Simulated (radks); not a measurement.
Results of a calculation; reference values are marked as such.
Co3+, configuration [Ar] 3d4 4s2 (not the ground configuration). Level of theory: Dirac Kohn-Sham, PBE, spin-unpolarised, spherical densities, finite nucleus; open shells fill j = l - 1/2 first; Fermi nuclear charge, rms radius 3.7875 fm (a radial shooting solver on a logarithmic mesh with Libxc functionals).

Spin-orbit splittings of the eigenvalues, e(l+1/2) - e(l-1/2), with zeta = 2 splitting/(2l+1) and mean radii in bohr:

2p: occ. 6; splitting (eV) 14.80; zeta (eV) 9.869; <r> j=l-1/2 0.2229; <r> j=l+1/2 0.2260
3p: occ. 6; splitting (eV) 2.014; zeta (eV) 1.343; <r> j=l-1/2 0.7760; <r> j=l+1/2 0.7842
3d: occ. 4; splitting (eV) 0.2613; zeta (eV) 0.1045; <r> j=l-1/2 0.8490; <r> j=l+1/2 0.8519
